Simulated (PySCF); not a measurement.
## How methods differ on the interval between two levels of N³⁺

N³⁺ [He] 2s2 → N³⁺ [He] 2p2 [3P2, M_J = 2], as a difference of total energies. Calculation: PySCF 2.14, in x2c-SVPall-2c with one added diffuse shell of s type (4s2p1d, 15 functions); the two-component X2C-1e Hamiltonian. Correlated levels: 1s2 frozen. "Screened" scales the spin-orbit matrix elements by Boettger's factors to mimic the two-electron term; Breit and QED terms are absent.

```json
{"method": "GHF (spin-free)", "interval between two levels (cm⁻¹)": "149250"}
{"method": "GMP2 (spin-free)", "interval between two levels (cm⁻¹)": "158600"}
{"method": "GHF (screened spin-orbit)", "interval between two levels (cm⁻¹)": "149320"}
{"method": "GMP2 (screened spin-orbit)", "interval between two levels (cm⁻¹)": "158670"}
```

The labels give the starting determinants; with spin-orbit coupling the two ends relaxed to ⟨J²⟩ = 0.00, ⟨L²⟩ = 0.00, ⟨S²⟩ = 0.00 and ⟨J²⟩ = 6.00, ⟨L²⟩ = 2.00, ⟨S²⟩ = 2.00.
